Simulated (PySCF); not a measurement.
# Magnetic susceptibility: SMILES C=C1C=C(C(C)=O)C=C1F, C8H7FO

Cartesian coordinates in Å; atom numbers follow the order of the lines, from 1:
```xyz
17

C     3.0952    0.6346    0.5316
C     1.8434    0.2994    0.2090
C     0.6041    0.6903    0.8632
C    -0.4390    0.1211    0.2057
C    -1.8538    0.2890    0.5777
C    -2.8494   -0.4363   -0.2912
O    -2.1861    0.9687    1.5236
C     0.0774   -0.6721   -0.9140
C     1.4129   -0.5592   -0.8997
F     2.2850   -1.1213   -1.7455
H     3.9357    0.2738   -0.0391
H     3.3053    1.2759    1.3711
H     0.5409    1.3259    1.7251
H    -2.6466   -1.5050   -0.2702
H    -2.7615   -0.0877   -1.3181
H    -3.8571   -0.2503    0.0703
H    -0.5136   -1.2348   -1.6093
```

Level of theory: GIAO B3LYP/pcSseg-1 magnetisability, rotational g tensor and spin-rotation constants, non-relativistic, gas phase in PySCF. Geometry: GFN2-xTB.

Q: How diamagnetic is it, and how anisotropic?

A: Isotropic -1136 × 10⁻³⁰ J/T², or -68.4 × 10⁻⁶ cm³/mol; principal values -1587, -988, -833 × 10⁻³⁰ J/T², anisotropy 690 × 10⁻³⁰ J/T² (root of half the summed squared differences of the principal values). The susceptibility is in cgs units.

Q: Split it along the inertial axes a, b, c into diamagnetic and paramagnetic parts about the centre of mass, with the quadrupole moment.

A: 
| axis | χ (10⁻⁶ cm³/mol) | diamagnetic (10⁻⁶ cm³/mol) | paramagnetic (10⁻⁶ cm³/mol) | summed x² of all electrons (Å²) | quadrupole Θ (D Å) |
| --- | --- | --- | --- | --- | --- |
| a | -56.8 | -535.6 | 478.8 | 325.0 | -4.28 |
| b | -52.9 | -1437.7 | 1384.9 | 112.3 | +5.81 |
| c | -95.6 | -1855.2 | 1759.6 | 13.9 | -1.53 |

Anisotropies 2χaa − χbb − χcc = +34.8 and 2χbb − χaa − χcc = +46.7 × 10⁻⁶ cm³/mol. Θ is traceless in Buckingham's convention.

Q: And the rotational g tensor?

A: 
```csv
axis,rotational constant (GHz),g,nuclear part,electronic part
a,2.8167,-0.0578,0.5757,-0.6335
b,0.8617,-0.0217,0.5390,-0.5607
c,0.6626,-0.0020,0.5457,-0.5477
```
Asymmetric top; isotopes 12C, 19F, 1H, 16O; no vibrational averaging.
